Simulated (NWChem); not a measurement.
Molecule: SiH$_{3}$SO$_{2}$F; SMILES F[Si](O)(S)O

```xyz
8

O      1.0850     0.9536    -1.0828
Si     0.0097     0.3563     0.0085
O      0.4035     0.9299     1.4921
F     -1.4772     0.8380    -0.3847
S      0.0557    -1.7714    -0.0059
H      0.8899     0.8036    -2.0189
H      0.5898     1.8796     1.5400
H     -1.1181    -1.9381     0.6412
```
Atoms are numbered in this order, from 1.

Results from NWChem. Medium grid unless said otherwise, to which SCAN and Minnesota functionals are sensitive. Coordinates come from a B3LYP/6-31G* (spherical d) optimisation. Hybrids' shares of exact exchange are those that their runs print; pure functionals count as 0. The functionals differ in more than this share.

| row | share of exact exchange | highest occupied level (eV) |
|---|---|---|
| PBE/def2-TZVP | 0.00 | -6.56 |
| M06-L/def2-TZVP | 0.00 | -6.80 |
| B3LYP/def2-TZVP | 0.20 | -7.59 |
| PW6B95/def2-TZVP | 0.28 | -7.93 |
| BHandHLYP/def2-TZVP | 0.50 | -8.99 |
| M06-2X/def2-TZVP | 0.54 | withheld |

Task: Fit a straight line of the last column on the one before it, predict the withheld value, and compare with the run.

Result: 
1. Means of the 5 shown rows: x = 0.196, y = -7.574. Slope Σ(x − x̄)(y − ȳ)/Σ(x − x̄)² = -0.8109/0.1763 = -4.599; intercept -6.673.
2. The shown rows scatter about the line by 0.078 (root mean square); the largest residual is -0.13, at M06-L/def2-TZVP.
3. At x = 0.54 (M06-2X/def2-TZVP; beyond the shown range) the line gives -9.16.
4. The run gives -9.08, +0.08 from the line, 1.0 times the scatter.
